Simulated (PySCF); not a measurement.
**Correlation energy of Bi⁺ (bismuth, charge +1)**

[Xe] 4f14 5d10 6s2 6p2, high-spin 3P determinant. Computed with PySCF 2.14 in aug-cc-pVDZ-PP with ECP60MDF (5s4p3d, 32 functions), with a scalar-relativistic core potential. Frozen: 5s2 5p6 5d10; 4 electrons correlated.

```csv
level,correlation energy (mhartree)
CCSD,-39.76
(T),-0.36
CCSD(T),-40.12
CCSDT,-40.24
FCI,-40.25
```

Diagnostics: T1 = 0.0060, D1 = 0.0143, largest double amplitude 0.072, weight of the Hartree-Fock determinant in FCI 0.9656 (40733 determinants).

Spin-orbit coupling is strong in this species (close to jj coupling), so the high-spin LS determinant is a model state, not a physical level.

Cost of the coupled-cluster step: of the order of 0.3 core-seconds, for 4 correlated electrons.

Iterations:

```
CC2 = 0
CCSD nocc = (np.int64(3), np.int64(1)), nmo = (23, 23)
frozen orbitals [[0, 1, 2, 3, 4, 5, 6, 7, 8], [0, 1, 2, 3, 4, 5, 6, 7, 8]]
max_cycle = 100
direct = 0
conv_tol = 1e-08
conv_tol_normt = 1e-06
diis_space = 8
diis_start_cycle = 0
Init t2, MP2 energy = -0.0293814428725949
Init E_corr(UCCSD) = -0.029381442913249
cycle = 1  E_corr(UCCSD) = -0.0367927827149006  dE = -0.0074113398  norm(t1,t2) = 0.0376019
cycle = 2  E_corr(UCCSD) = -0.038806665682746  dE = -0.00201388297  norm(t1,t2) = 0.012571
cycle = 3  E_corr(UCCSD) = -0.0397669551427702  dE = -0.00096028946  norm(t1,t2) = 0.00491389
cycle = 4  E_corr(UCCSD) = -0.0397553986294422  dE = 1.15565133e-05  norm(t1,t2) = 0.000774539
cycle = 5  E_corr(UCCSD) = -0.0397597490704954  dE = -4.35044105e-06  norm(t1,t2) = 9.17664e-05
cycle = 6  E_corr(UCCSD) = -0.0397587606680594  dE = 9.88402436e-07  norm(t1,t2) = 1.31835e-05
cycle = 7  E_corr(UCCSD) = -0.0397591062948201  dE = -3.45626761e-07  norm(t1,t2) = 2.01453e-06
cycle = 8  E_corr(UCCSD) = -0.0397590138188661  dE = 9.2475954e-08  norm(t1,t2) = 3.94841e-07
cycle = 9  E_corr(UCCSD) = -0.0397590226928335  dE = -8.87396749e-09  norm(t1,t2) = 8.52887e-08
UCCSD converged
E(UCCSD) = -213.3284977866025  E_corr = -0.03975902269283355
UCCSD(T) correction = -0.00036200127533963
```

Spin-orbit coupling is strong in this species, so the high-spin LS determinant is a model state.
